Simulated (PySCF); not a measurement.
A structure optimised at PBE-D3(BJ)/def2-SVP, used in a PySCF frequency run:

```xyz
10

Sn     0.2611    -0.2124    -0.3315
O      1.8285     0.0529     0.9178
C     -1.4257     0.9759     0.2904
C     -2.4386     0.4332     0.9911
H     -0.0959    -1.8835    -0.1006
H      0.7670     0.1826    -1.9454
H      2.0565     1.0006     0.9694
H     -1.4609     2.0486     0.0267
H     -2.4499    -0.6332     1.2787
H     -3.3121     1.0280     1.3155
```

**Question.** Write its SMILES and formula.

**Answer.** C=[CH][SnH2][OH], C₂H₆OSn

**Question.** What are its rotational constants (standard atomic weights)?

**Answer.** 8.0514, 2.4134, 2.0834 GHz
